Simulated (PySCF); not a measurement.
Spin states and ions at one geometry of [Pb(OH)3]−

PySCF 2.14.0, RKS TPSS, Pb def2-SVP with ECP60, O def2-SVP, H def2-SVP; non-relativistic Hamiltonian with scalar-relativistic core potentials where named; density fitting; no spin-orbit coupling; singlets restricted, open shells unrestricted. The geometry is relaxed for charge -1, singlet, vacuum:

```xyz
7

Pb    0.4788   -1.4212    0.0162
O    -0.7003   -0.0040    1.2473
H     0.0654    0.5925    1.3997
O    -0.0100   -0.1390   -1.7262
H    -0.5380    0.4904   -1.1875
O     2.2175   -0.0867    0.3471
H     1.9985    0.4799   -0.4255
```

Energies count from the relaxed state; an electron taken off or put on is at rest in vacuum. Charges and spins are Mulliken's.

```tsv
state	energy (eV)	spin squared	charge on Pb1 (e)	spin on Pb1 (e)	dipole about the centre of mass (D)
charge -1, singlet, vacuum	0.00	0.00	0.36	0.00	3.28
charge -1, triplet, vacuum	4.26	2.00	-0.05	1.16	0.88
```

Question: What does the state charge 0, doublet, vacuum give?

Answer: energy (eV) 3.06, spin squared 0.76, charge on Pb1 (e) 0.71, spin on Pb1 (e) 0.08, dipole about the centre of mass (D) 1.19.

With an electron taken off (doublet) the charges change, summed by element, by Pb +0.35 e, O +0.46 e, H +0.19 e. The vertical ionisation energy is 3.06 eV, against −ε(HOMO) = 0.11 eV of the relaxed state. The level lies 2.9 eV too high, as is usual for semilocal functionals and global hybrids, which keep a self-interaction error.

Open shells may have lower solutions than those found.

No frequency check is given that shows the relaxed geometry to be a minimum.
